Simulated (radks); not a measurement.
Spherical jellium clusters: N electrons in a uniform positive sphere of charge N and radius rs N^(1/3), rs = 3.89 bohr. Method: non-relativistic Kohn-Sham, LDA (Slater exchange, Perdew-Wang correlation), spin-polarised, spherical densities; computed with a radial shooting solver with Libxc functionals. Levels are named by radial order and angular momentum (1s, 1p, 1d, 2s, ...), and open shells are averaged over m.

N = 4, configuration 1s2 1p(up 2, down 0). This is the lowest configuration that the search found. Occupied and some empty levels:

level    occupation  eigenvalue (eV)  <r> (bohr)
1s up             1          -4.4854       4.418
1s down           1          -3.9246       4.407
1p up             2          -2.6929       5.709
1p down           0          -2.1374       5.910
1d up             0         -0.84017       7.472
2s up             0         -0.81972       8.547
2s down           0         -0.59931       9.347
1d down           0         -0.44152       8.281

Energy (eV): total -5.98094, kinetic 7.4616, external -80.568, Hartree 38.691, exchange-correlation -13.870, background 42.304.
